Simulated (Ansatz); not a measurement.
Harmonic frequencies (cm⁻¹) at PBE0-D4/def2-TZVP from Ansatz: 59, 59, 92, 161, 290, 290.

Problem. Which molecule is it?
A. `[I][Ga]([I])[I]`
B. `C#[C][GaH][Cl]`
C. `[NH2][GaH][Br]`
D. `[OH][GaH2]`

Solution. A.
